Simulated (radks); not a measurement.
Values are calculated unless marked as measured or tabulated.
These are the eigenvalues of the occupied orbitals of an atom or ion with whole-number occupations (eV). Level of theory: scalar-relativistic Kohn-Sham, LB94 model potential, spin-polarised, spherical densities, finite nucleus; Fermi nuclear charge, rms radius of each element as measured or else 0.836 A^(1/3) + 0.57 fm (a radial shooting solver on a logarithmic mesh with Libxc functionals).

orbital  eigenvalue
1s down   -78670.58
1s up     -78670.58
2s up     -13850.18
2s down   -13850.16
2p up     -12014.71
2p down   -12014.70
3s up     -3271.562
3s down   -3271.542
3p up     -2736.561
3p down   -2736.539
3d up     -2154.265
3d down   -2154.224
4s up     -713.5590
4s down   -713.4903
4p up     -538.8853
4p down   -538.8308
4d up     -325.8945
4d down   -325.8602
5s down   -117.7249
5s up     -117.6841
4f up      -88.9259
4f down    -88.9205
5p up      -71.2713
5p down    -71.2273
5d up      -20.9124
5d down    -20.6970

Which element is it, and in what charge state? The configuration may be excited. Open shells, if any, are filled with parallel spins first.

Answer. Z = 78, platinum, charge +1: Pt+ in [Xe] 4f14 5d9. The list shows which subshells hold electrons but not how many an open one holds; the 1s level, -2891.1 hartree, gives Z - s = 76.0 by -(Z - s)^2/2, which with screening and relativity narrows Z to a few neighbours, and the depths of the outer levels then fix element, charge and occupations together.
